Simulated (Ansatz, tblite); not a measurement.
Clusters of 9 atoms, IV-VI: gap (eV) at several levels, gas phase, relaxed structures; Ansatz, xTB through tblite. Clusters are the lowest isomers that short searches found in that spin, judged at the geometry's level. Core potentials for Pb, Sn, Te in the def2 sets, no spin–orbit coupling. A dash marks a value that wasn't run or was left out as unsound. The structures are stationary points that may keep the symmetry of their start. Remarks come from the PBE and PBE0 runs and from stability tests at other levels; not every state was tested.

| species | state | geometry | GFN1-xTB | GFN2-xTB | PBE-D4/def2-SVP | PBE-D4/def2-TZVP | r2SCAN-D4/def2-TZVP | PBE0-D4/def2-SVP | remarks |
| --- | --- | --- | --- | --- | --- | --- | --- | --- | --- |
| Ge3S6 | singlet | r2SCAN-D4/def2-SVP | 3.61 | 1.93 | 2.47 | 2.53 | 2.87 | 4.34 | – |
| Si5O4 | singlet | PBE-D4/def2-SVP | 1.38 | 1.21 | 1.70 | 1.64 | 1.84 | 3.28 | restricted SCF unstable in HF |
| Sn4O5 (with an O–O bond) | singlet | PBE-D4/def2-SVP | 4.70 | 3.88 | 3.10 | 3.10 | 3.58 | 5.09 | – |
| Si3O6 | singlet | PBE0-D4/def2-SVP | 4.98 | 6.15 | 4.32 | 4.24 | 4.87 | 6.83 | – |
| Te5Pb4 | singlet | PBE-D4/def2-SVP | 2.42 | 3.02 | 1.70 | – | – | 3.14 | – |
| Si3Te6 | singlet | PBE-D4/def2-SVP | 1.70 | 1.76 | 1.45 | 1.48 | 1.66 | 2.79 | restricted SCF unstable in HF |
| Ge4O5 | singlet | PBE-D4/def2-SVP | 2.82 | 4.23 | 3.31 | 3.31 | 3.61 | 5.15 | – |

Over the 6 species that have every level, the mean is 3.20 at GFN1-xTB, 3.19 at GFN2-xTB, 2.72 at PBE-D4/def2-SVP, 2.71 at PBE-D4/def2-TZVP, 3.07 at r2SCAN-D4/def2-TZVP, 4.58 at PBE0-D4/def2-SVP. Orbital gaps grow with the share of exact exchange and aren't one observable across functionals.
